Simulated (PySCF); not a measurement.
# Polarisability and C₆ of Ho⁴²⁺ (holmium, charge +42)

[Ar] 3d7, high-spin 4F determinant. All numbers are calculated (PySCF 2.14, scalar relativity by spin-free X2C-1e, in an even-tempered Gaussian basis (18 s from 8 bohr⁻², ratio 2.5; 13 p from 10 bohr⁻², ratio 2.5; 8 d from 10 bohr⁻², ratio 2.5; 4 f from 43 bohr⁻², ratio 2.7; 3 g from 65 bohr⁻², ratio 2.7)). Coupled (time-dependent) response in atomic units; α is the mean over directions.

```tsv
method	mean α (bohr³)	C₆ (like pair)	S(−4)
PBE0	0.003621	0.0004066	8.315e-06
```

S(−4) is the Cauchy moment in α(ω) = α(0) + S(−4) ω² + …

Spin-orbit coupling is absent.

α(iu) at PBE0:

```json
{"u (hartree)": "0", "α(iu) (bohr³)": "0.003621"}
{"u (hartree)": "4.00", "α(iu) (bohr³)": "0.003497"}
{"u (hartree)": "8.00", "α(iu) (bohr³)": "0.003207"}
{"u (hartree)": "16.0", "α(iu) (bohr³)": "0.002617"}
{"u (hartree)": "24.0", "α(iu) (bohr³)": "0.002226"}
{"u (hartree)": "32.0", "α(iu) (bohr³)": "0.001968"}
{"u (hartree)": "40.0", "α(iu) (bohr³)": "0.001774"}
{"u (hartree)": "60.0", "α(iu) (bohr³)": "0.001408"}
{"u (hartree)": "80.0", "α(iu) (bohr³)": "0.001130"}
{"u (hartree)": "120", "α(iu) (bohr³)": "0.0007477"}
{"u (hartree)": "200", "α(iu) (bohr³)": "0.0003754"}
```

A single London oscillator, α(iu) = α/(1 + u²/ω²), gives C₆ = (3/4) ω α². Matching the computed C₆ needs ω = 4 × 0.0004066 / (3 × 0.003621²) = 41.3 hartree.

For an ion, C₆ is the dispersion term alone; charge-induced terms of lower order in 1/R come first.

Spin-orbit coupling is strong in this species (close to jj coupling), so the high-spin LS determinant is a model state, not a physical level.
